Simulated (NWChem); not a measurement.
Molecule: C$_{2}$H$_{5}$ClOSi; SMILES C(=C)O[SiH2]Cl

```xyz
10

C      0.6835     2.9255     0.1353
C      0.2190     1.7864    -0.3726
O     -0.4792     0.8876     0.3664
Si    -0.9037    -0.6590    -0.0696
Cl     0.7206    -1.9238     0.0463
H      0.5309     3.1772     1.1869
H      1.2242     3.6224    -0.5056
H      0.3691     1.5224    -1.4288
H     -1.9267    -1.0913     0.9070
H     -1.3783    -0.6713    -1.4797
```
Atoms are numbered in this order, from 1.

All runs: NWChem. Medium grid unless said otherwise, to which SCAN and Minnesota functionals are sensitive. All runs use the structure optimised with PBE0/def2-SVP. Total energies of different functionals are on different scales.

```json
[
 {"level": "PBE/def2-TZVP", "energy (Ha)": "-903.7555", "highest occupied level (eV)": "…", "orbital gap (eV)": "5.15", "dipole (D)": "1.08"},
 {"level": "B3LYP/def2-TZVP", "energy (Ha)": "-904.3250", "highest occupied level (eV)": "-6.92", "orbital gap (eV)": "6.85", "dipole (D)": "1.17"},
 {"level": "TPSSh/def2-TZVP", "energy (Ha)": "-904.3246", "highest occupied level (eV)": "-6.46", "orbital gap (eV)": "6.23", "dipole (D)": "1.15"},
 {"level": "BLYP/def2-TZVP", "energy (Ha)": "-904.2281", "highest occupied level (eV)": "-5.82", "orbital gap (eV)": "5.12", "dipole (D)": "1.09"},
 {"level": "LDA (Slater exchange, VWN5)/def2-TZVP", "energy (Ha)": "-900.3728", "highest occupied level (eV)": "-6.18", "orbital gap (eV)": "5.09", "dipole (D)": "1.12"},
 {"level": "M06-2X/def2-TZVP", "energy (Ha)": "-904.1834", "highest occupied level (eV)": "-8.38", "orbital gap (eV)": "9.42", "dipole (D)": "1.28"}
]
```

Q: Fill in the missing entries.

A: 
- PBE/def2-TZVP, highest occupied level (eV): -5.98
